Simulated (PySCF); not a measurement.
Computed IR spectrum (relative IR intensity) of a molecule C2H7ClO2Si. The structure is a stationary point at PBE-D3(BJ)/def2-SVP. Other conformers were not sampled. These are PBE-D3(BJ)/def2-SVP in PySCF 2.14.0 values and carry that method's errors. Frequencies are harmonic and unscaled.

```json
[
 {"ν (cm⁻¹)": "162", "relative intensity": "4.4"},
 {"ν (cm⁻¹)": "177", "relative intensity": "8.6"},
 {"ν (cm⁻¹)": "217", "relative intensity": "7.6"},
 {"ν (cm⁻¹)": "271", "relative intensity": "11"},
 {"ν (cm⁻¹)": "307", "relative intensity": "39"},
 {"ν (cm⁻¹)": "375", "relative intensity": "66"},
 {"ν (cm⁻¹)": "457", "relative intensity": "35"},
 {"ν (cm⁻¹)": "519", "relative intensity": "27"},
 {"ν (cm⁻¹)": "667", "relative intensity": "25"},
 {"ν (cm⁻¹)": "747", "relative intensity": "52"},
 {"ν (cm⁻¹)": "819", "relative intensity": "15"},
 {"ν (cm⁻¹)": "827", "relative intensity": "100"},
 {"ν (cm⁻¹)": "902", "relative intensity": "36"},
 {"ν (cm⁻¹)": "915", "relative intensity": "33"},
 {"ν (cm⁻¹)": "943", "relative intensity": "8.6"},
 {"ν (cm⁻¹)": "1077", "relative intensity": "36"},
 {"ν (cm⁻¹)": "1085", "relative intensity": "11"},
 {"ν (cm⁻¹)": "1160", "relative intensity": "19"},
 {"ν (cm⁻¹)": "1243", "relative intensity": "4.7"},
 {"ν (cm⁻¹)": "1365", "relative intensity": "20"},
 {"ν (cm⁻¹)": "1371", "relative intensity": "2.6"},
 {"ν (cm⁻¹)": "2188", "relative intensity": "53"},
 {"ν (cm⁻¹)": "2912", "relative intensity": "40"},
 {"ν (cm⁻¹)": "3011", "relative intensity": "8.6"},
 {"ν (cm⁻¹)": "3038", "relative intensity": "4.1"},
 {"ν (cm⁻¹)": "3676", "relative intensity": "11"},
 {"ν (cm⁻¹)": "3762", "relative intensity": "39"}
]
```

**Question.** Identify the compound among the candidates.
(A) O[SiH](O)CCCl
(B) OCC[Si@H](O)Cl
(C) CO[Si@@](C)(O)Cl
(D) CO[Si@H](Cl)CO

**Answer.** B, OCC[Si@H](O)Cl
